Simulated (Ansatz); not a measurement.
Program: Ansatz. Geometries: PBE0-D4/def2-TZVP. ΔE: electronic, gas phase. CBS: MP2 limit from def2 TZ/QZ plus the TZ coupled-cluster correction, frozen cores. Functionals use def2-TZVPP. HSE06 is defined as in plane-wave codes. Elements past krypton have def2 core potentials. For Sn outer-core shells are correlated without core-valence functions, which leaves a few kJ/mol of doubt a bond. One conformer a species, not always the lowest.

`[CH3][SnH2][CH3]` + `CB(N)S` → `CCB(N)S` + `[CH3][SnH3]`  (formal exchange of groups at a C–Sn bond)

`[CH3][SnH2][CH3]`:

Cartesian coordinates in Å:
```
C 0.601 -0.230 1.679
Sn -0.192 -0.774 -0.235
C -0.417 0.974 -1.454
H 0.718 -1.113 2.307
H -0.072 0.469 2.177
H 1.575 0.247 1.558
H -1.715 -1.534 -0.032
H 0.868 -1.880 -1.004
H -1.094 1.680 -0.972
H 0.551 1.456 -1.596
H -0.823 0.707 -2.429
```

`CB(N)S`:

```xyz
10

C    -1.089   -0.129   -0.870
B     0.123   -0.166    0.132
N     0.820    0.994    0.480
S     0.574   -1.799    0.820
H    -0.907   -0.778   -1.731
H    -1.293    0.877   -1.246
H    -2.002   -0.500   -0.394
H     1.598    1.022    1.114
H     0.573    1.892    0.101
H     1.603   -1.413    1.593
```

`CCB(N)S`:

Cartesian coordinates in Å:
```
C 1.048 -0.362 -1.219
C 0.743 -0.290 0.272
B -0.691 0.243 0.657
N -1.622 0.620 -0.314
S -1.204 0.393 2.408
H 2.055 -0.739 -1.409
H 0.352 -1.028 -1.738
H 0.979 0.623 -1.690
H 1.487 0.343 0.773
H 0.870 -1.280 0.726
H -1.415 0.568 -1.296
H -2.544 0.964 -0.110
H -0.057 -0.054 2.941
```

`[CH3][SnH3]`:

Z-matrix (Å, degrees):
```
C
Sn 1 2.140
H 1 1.090 2 110.0
H 1 1.090 2 110.0 3 -120.0
H 1 1.090 2 110.0 3 120.0
H 2 1.709 1 110.1 3 -59.7
H 2 1.709 1 110.1 3 -179.7
H 2 1.709 1 110.1 3 60.3
```

| level | ΔE (eV) |
| --- | --- |
| BLYP-D4 | 0.34 |
| PBE0-D4 | 0.30 |
| HSE06-D4 | 0.30 |
| PBE | 0.33 |
| HSE06 | 0.31 |
| MP2/def2-SVP | 0.21 |
| SCS-MP2/def2-TZVPP | 0.35 |
| MP2/def2-QZVPP | 0.41 |

**Question.** What does CCSD(T)/CBS give? (An estimate is asked.)

**Answer.** Computed: +0.38 eV. The listed levels differ from it by -0.04, -0.08, -0.08, -0.05, -0.07, -0.17, -0.03, 0.03 eV.

Largest T1 diagnostic among the species: 0.012.

From BLYP to BHLYP (50 % exact exchange), in def2-TZVPP and without D4, ΔE moves by −0.06 eV. Leaving LDA and LC-ωPBE aside and taking each functional with its dispersion term where it has one, the values, not all of them listed here, spread over 0.10 eV, from B97M-V to B2PLYP. LDA lies −0.11 eV from PBE without D4. At CCSD(T), def2-SVP lies −0.21 eV from the extrapolated value and def2-TZVPP −0.05 eV.
